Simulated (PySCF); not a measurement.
What does the PBE0-D3(BJ)/def2-SVP structure of InChI=1S/C8H10F2O/c1-2-6-3-7(10)5-11-8(6)4-9/h5H,2-4H2,1H3 look like in three dimensions?

Z-matrix in Å and degrees, rows numbered from 1:
```
C 
C   1  1.5277
C   2  1.5012  1  112.78
C   3  1.3445  2  121.99  1   -99.02
C   4  1.4977  3  124.84  2    -0.78
F   5  1.3767  4  111.76  3    60.53
O   4  1.3666  3  124.23  2   178.15
C   7  1.3583  4  117.67  3    -0.53
C   8  1.3333  7  122.81  4    -0.22
F   9  1.3354  8  119.99  7  -179.54
C   9  1.4831  8  124.22  7     0.38
H   1  1.1010  2  111.75  3   -56.44
H   1  1.1005  2  111.03  3  -176.47
H   1  1.0989  2  109.83  3    63.60
H   2  1.1046  1  109.60  3   120.64
H   2  1.1003  1  108.90  3  -123.34
H   5  1.1005  4  108.50  3  -179.22
H   5  1.1028  4  111.00  3   -59.69
H   8  1.0895  7  113.62  4  -179.90
H  11  1.1080  3  111.20  2   -56.16
H  11  1.1087  3  110.55  2    60.25
```

Of the pairs four or more bonds apart, C5···H16 is among the closest relative to their van der Waals radii: 2.58 Å, 89 % of the sum of Bondi's values. The C–C distances run from 1.333 Å (C8=C9, drawn double) to 1.528 Å (C1–C2, drawn single), a spread of 0.195 Å. The 2 C–F bonds span 1.335 Å (C9–F10, drawn single) to 1.377 Å (C5–F6, drawn single), a spread of 0.042 Å. The 6-membered ring C3–C4–O7–C8–C9–C11 has internal angles of 109.6° to 124.2° (sum 720°, against 720° for a flat polygon); it is planar, 0.00 Å rms from its mean plane, widest ring torsion 1°.

Method: PBE0-D3(BJ)/def2-SVP geometry optimisation, gas phase (PySCF).

Point group: C1 (no symmetry element, even within 0.4 Å). Not checked by PBE0-D3(BJ)/def2-SVP frequencies. The numbers are those of one conformer (C1–C2–C3–C4 -99°, C3–C4–C5–F6 61°).

The run took about 11 min of CPU time (one thread, shared machine). That covers the optimisation of the geometry.
